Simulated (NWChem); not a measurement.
System meant: CH$_{4}$N anion

NWChem input:

```
start job
memory heap 200 mb stack 900 mb global 1100 mb
charge -1
geometry units angstroms noautosym nocenter noautoz
  C     -0.009832    -0.599118     0.000000
  N     -0.085904     0.817773     0.000000
  H      0.494944    -1.113780    -0.890378
  H     -1.034918    -1.038323     0.000000
  H      0.494944    -1.113780     0.890378
  H      0.868813     1.193471     0.000000
end
basis spherical
  C library def2-svp
  N library def2-svp
  H library def2-svp
end
dft
  xc m06-2x
  iterations 150
end
property
  shielding 5 1 2 3 4 6
end
task dft property
```

End of the output:

```
 Vector   12  Occ=0.000000D+00  E= 3.903913D-01
              MO Center=  5.7D-01, -1.1D+00,  6.6D-08, r^2= 3.8D+00
   Bfn.  Coefficient  Atom+Function         Bfn.  Coefficient  Atom+Function
  ----- ------------  ---------------      ----- ------------  ---------------
    30      1.646737  3 H  s                 40     -1.646737  5 H  s
     9      1.257688  1 C  pz                 6      0.388163  1 C  pz
    23     -0.332516  2 N  pz                20      0.124563  2 N  pz
    29     -0.029834  3 H  s                 39      0.029834  5 H  s

 center of mass
 --------------
 x =  -0.03087265 y =   0.13674063 z =   0.00000000

 moments of inertia (a.u.)
 ------------------
          71.903694674381          -0.497578788438           0.000000000000
          -0.497578788438          14.385618660029           0.000000000000
           0.000000000000           0.000000000000          74.876528452404

     Multipole analysis of the density
     ---------------------------------

     L   x y z        total         alpha         beta         nuclear
     -   - - -        -----         -----         ----         -------
     0   0 0 0     -1.000000     -9.000000     -9.000000     17.000000

     1   1 0 0      0.325461      0.008280      0.008280      0.308900
     1   0 1 0     -0.731349     -0.419807     -0.419807      0.108264
     1   0 0 1     -0.000000     -0.000000     -0.000000      0.000000

     2   2 0 0    -12.643099    -10.549809    -10.549809      8.456519
     2   1 1 0      1.598131     -0.187545     -0.187545      1.973221
     2   1 0 1     -0.000000     -0.000000     -0.000000      0.000000
     2   0 2 0    -16.302357    -29.253352    -29.253352     42.204347
     2   0 1 1      0.000000      0.000000      0.000000      0.000000
     2   0 0 2    -13.786974     -9.724530     -9.724530      5.662087

          -----------------------------------------
          Chemical Shielding Tensors (GIAO, in ppm)
          -----------------------------------------

 ------------------------------------------------------------------------
  xm06: d2 not coded                    0
 ------------------------------------------------------------------------
 ------------------------------------------------------------------------
  current input line :
    24: task dft property
 ------------------------------------------------------------------------
 ------------------------------------------------------------------------
 This error has not yet been assigned to a category
 ------------------------------------------------------------------------
 For more information see the NWChem manual at https://nwchemgit.github.io

0: xm06: d2 not coded:Received an Error in Communication
```

Task: Can this run be used? If not, why, and what is the fix?

Result: The program stopped with an error. Cause: this functional's second derivatives, which shieldings need, aren't coded here; the fix takes a hybrid GGA instead. This input runs:
```
start job
memory heap 200 mb stack 900 mb global 1100 mb
charge -1
geometry units angstroms noautosym nocenter noautoz
  C     -0.009832    -0.599118     0.000000
  N     -0.085904     0.817773     0.000000
  H      0.494944    -1.113780    -0.890378
  H     -1.034918    -1.038323     0.000000
  H      0.494944    -1.113780     0.890378
  H      0.868813     1.193471     0.000000
end
basis spherical
  * library def2-svp
end
dft
  xc pbe0
  iterations 150
end
property
  shielding 5 1 2 3 4 6
end
task dft property
```
It converges to -94.98073 Ha (PBE0/def2-SVP, GIAO).
